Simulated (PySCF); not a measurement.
Compound: C₈H₅N.
Cartesian coordinates in Å at the GFN2-xTB level; atoms count from 1:
```
atom  x, y, z in Å
C1     3.9271    0.9090    1.0653
C2     2.7944    0.6217    0.7684
C3     1.5236    0.2914    0.4396
C4     0.3837    0.0031    0.1412
C5    -0.9316   -0.3583   -0.1900
C6    -1.3820   -1.7140    0.2550
C7    -1.7311    0.4864   -0.8740
C8    -1.3123    1.7575   -1.2922
N9    -0.9860    2.8014   -1.6422
H10    4.9112    1.1660    1.3195
H11   -2.4091   -1.9039   -0.0476
H12   -0.7353   -2.4792   -0.1742
H13   -1.3085   -1.7921    1.3397
H14   -2.7449    0.2104   -1.1306
```

Method used: TDDFT wB97X-D/def2-SVPD, vertical, gas phase, core orbitals frozen in the response (PySCF 2.14.0, density-fitted response routines).

Ground-to-excited transition dipoles (e·a0, same axes as the geometry; the sign carries no meaning), for the states with f of 0.002 or more among the lowest 7:

| state | E (eV) | μx | μy | μz |
| --- | --- | --- | --- | --- |
| S2 | 4.275 | 1.268 | -0.440 | 0.677 |
| S4 | 5.652 | 1.341 | -0.794 | 0.865 |
| S7 | 6.484 | -0.923 | -0.334 | -0.196 |

Task: What oscillator strength does each state have?

Result: f = (2/3) ΔE |μ|² with ΔE in hartree (27.2114 eV).

| state | \|μ\|² (au) | \|μ\| (D) | f |
| --- | --- | --- | --- |
| S2 | 2.259 | 3.82 | 0.237 |
| S4 | 3.178 | 4.53 | 0.440 |
| S7 | 1.001 | 2.54 | 0.159 |

Task: The point group is Cs. Which irreducible representation does each state belong to?

Result: From a totally symmetric ground state, an allowed state transforms like the component of the dipole operator along its μ. Polarised in the mirror plane, so A′: S2, S4 and S7.

Task: Which bond between heavy atoms lies closest to the direction of the S4 transition dipole?

Result: C5–C7, at 14° from it; next C3–C4, C1–C2 and C2–C3 at 44°.

Task: What angle do the transition dipoles of S2 and S4 make?

Result: |cos θ| = |μa·μb| / (|μa| |μb|) = 0.98, so θ ≈ 10° (taken between 0 and 90°, since the signs are arbitrary).

Task: What peak molar absorption coefficient would the strongest computed level give as a lone Gaussian band 0.3 eV wide at half height?

Result: ε(max) = 2.175×10⁸ f / FWHM, with the width in cm⁻¹. S4: 2.175×10⁸ × 0.4400 / 2420 ≈ 40000 L mol⁻¹ cm⁻¹.
